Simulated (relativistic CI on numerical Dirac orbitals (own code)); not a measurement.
One change at a time: W²³⁺

Base calculation: Dirac-Coulomb-Breit CI, orbitals from a KLI potential per configuration, a model potential for QED, unscaled Slater integrals.

Configuration list (outside the closed core [Ar] 3d10): 4s2.4p6.4d10.4f5, 4s2.4p6.4d10.4f4.5s, 4s2.4p6.4d10.4f3.5s2, 4s2.4p6.4d9.4f6, 4s2.4p6.4d10.4f4.5p, 4s2.4p6.4d10.4f3.5s.5p, 4s2.4p6.4d10.4f3.5p2, 4s2.4p6.4d10.4f4.5d, 4s2.4p6.4d10.4f3.5s.5d, 4s2.4p5.4d10.4f6, 4s2.4p6.4d10.4f4.6s, 4s2.4p6.4d10.4f4.6p, 4s2.4p6.4d10.4f4.7s, 4p6.4d10.4f7. Levels of other configurations are missing.

Variants: (1) valence Slater integrals scaled by 0.9; (2) QED terms removed; (3) only the first configuration. Shifts of the energy above 4s2.4p6.4d10.4f5 6H°_5/2, in cm⁻¹, for the lowest level and the first level of each name with at least 55 % of one term (blank where a level changes its place among those of its configuration and J or its character, or is not in the variant):

```tsv
Level	Base	Δ(1)	Δ(2)	Δ(3)
4s2.4p6.4d10.4f5 6H°_5/2	0.0	0.0	0.0	0.0
4s2.4p6.4d10.4f5 6H°_7/2	9246.9	+621.7	-60.1	-86.5
4s2.4p6.4d10.4f5 6H°_9/2	17932.3	+817.4	-103.5	-105.1
4s2.4p6.4d10.4f5 6F°_3/2	23638.2	-852.4	-56.1	+655.2
4s2.4p6.4d10.4f5 6F°_5/2	24011.8	-1380.5	-37.7	+650.3
4s2.4p6.4d10.4f5 6F°_1/2	24165.2	-493.0	-71.2	+761.9
4s2.4p6.4d10.4f5 6H°_11/2	25668.9	+661.0	-130.9	-88.6
4s2.4p6.4d10.4f5 6F°_7/2	32038.1	-760.2	-94.0	+582.9
4s2.4p6.4d10.4f5 6H°_13/2	32409.0	+239.4	-145.0	-59.8
4s2.4p6.4d10.4f5 6H°_15/2	37426.1	-849.4	-131.3	-22.1
4s2.4p6.4d10.4f5 6F°_9/2	40547.7	-689.1	-133.0	+621.9
4s2.4p6.4d10.4f5 6F°_11/2	48713.7	-866.2	-161.0	+715.6
4s2.4p6.4d10.4f5 4F°_3/2	54565.5	-2838.7	-97.3	+84.1
4s2.4p6.4d10.4f5 4I°_9/2	59147.2	-3790.4	-81.4	+424.0
4s2.4p6.4d10.4f5 4M°_17/2	65091.7	-3781.2	-114.8	-593.5
4s2.4p6.4d10.4f5 2P°_1/2	71085.4	-5087.9	-70.1	+1249.4
4s2.4p6.4d10.4f5 4G°_9/2	73252.2	-3862.0	-136.1	+446.8
4s2.4p6.4d10.4f5 4M°_19/2	74086.2	-4020.7	-145.8	-671.2
4s2.4p6.4d10.4f5 4F°_5/2	75401.3	-3369.6	-161.1	+337.1
4s2.4p6.4d10.4f5 4M°_21/2	79012.8	-4516.3	-150.4	-790.5
4s2.4p6.4d10.4f5 4H°_13/2	88569.3	-5569.0	-128.5	+1278.4
4s2.4p6.4d10.4f5 4D°_3/2	89330.1	-4562.4	-164.6	+1955.8
```

At this charge energies of transitions that change n are usually good to better than 1 %, and those within a shell (Δn = 0) to a few per cent. Terms inside the open d or f shell come out 10 to 20 % too wide with unscaled integrals.

Ionisation energy from the two ground configurations alone: base 683.177 eV; valence Slater integrals scaled by 0.9 682.998 eV. The NIST ASD value (semi-empirical) is 685.6 eV.

LS names give the leading component of a level, which can be under half, so a name can repeat, a term be missing and a line seem to break the LS rules.
